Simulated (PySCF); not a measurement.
C₃H₉BO₃.
Bonds: C1–O2, O2–B3, B3–O4, O4–C5, B3–O6, O6–C7. Hydrogens: H8, H9, H10 on C1; H11, H12, H13 on C5; H14, H15, H16 on C7.

Level: wB97X-D/pcSseg-2 in PySCF, non-relativistic, on one gas-phase PBE0-D3(BJ)/def2-TZVP geometry that isn't relaxed in the solvent. The solvent is an IEF-PCM continuum (cavity from Bondi-type radii × 1.2). Only the electrostatic response of the medium enters.

Gas phase at wB97X-D/pcSseg-2: HOMO -10.08 eV, LUMO 2.36 eV, dipole 0.02 D.

Q: What does the continuum do to the energy, the frontier levels and the dipole at wB97X-D/pcSseg-2 in chloroform?

A: 
```csv
solvent,ε,E(solvent) − E(gas) (kcal/mol),polarisation term (kcal/mol),distortion of the solute (kcal/mol),HOMO (eV),LUMO (eV),dipole (D)
chloroform,4.711,-2.66,-2.84,0.18,-10.14,2.36,0.02
```

The polarisation term is half the interaction of the solute with the surface charges that it induces; the rest is the cost of distorting the solute's density. The sum is the electrostatic part of solvation alone. Charge and dipole vanish, so a point-dipole model would give no lowering at all.

The run took 54 s wall, 2.0 min CPU on Intel Xeon Platinum 8488C, 2 threads, on a shared host, and the process peaked at 2.6 GiB of memory. This is the whole shielding run at wB97X-D/pcSseg-2 in chloroform, SCF included.

Conformer computed: `[CH3:1][O:2][B:3]([O:4][CH3:5])[O:6][CH3:7]`: C1–O2–B3–O4 0°, O2–B3–O4–C5 180°, O2–B3–O6–C7 0°.

The pairwise dispersion term of wB97X-D wasn't added to the energies; at a given geometry it leaves orbitals and properties as they are.
